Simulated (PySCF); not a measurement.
## How methods differ on the excitation energy of I

I [Kr] 4d10 5s2 5p5 (2P) → I [Kr] 4d10 5s1 5p5 5d1 (high-spin determinant), as a difference of total energies. All numbers are calculated (PySCF 2.14, scalar relativity through the core potential, in aug-cc-pVTZ-PP with ECP28MDF (6s5p4d2f, 55 functions)). Correlated levels: valence: 4s2 4p6 4d10 frozen. The calculations carry no spin-orbit coupling.

```
           method  excitation energy (eV)
              UHF                  20.049
              LDA                  19.662
              PBE                  19.279
             PBE0                  19.657
           r2SCAN                  19.617
           B2PLYP                  19.644
             BP86                  19.337
              M06                  19.514
            wB97X                  20.377
    MP2 (valence)                  19.348
SCS-MP2 (valence)                  19.262
```

Question: How much does correlation contribute at MP2 (valence)?

Answer: 19.348 − (20.049) = -0.701 eV, measured against UHF.

The upper state lies above the first ionisation limit, where it may autoionise and the basis confines it.

The promoted electron is Rydberg-like, and one or two diffuse shells describe it only roughly, which tends to raise the upper state.

In the upper state the promoted electron has a positive orbital energy at LDA, PBE, r2SCAN, BP86, so the basis confines it.

The determinant of the upper state mixes LS terms, which raises its energy above the lowest term, most at the Hartree-Fock and MP2 levels.
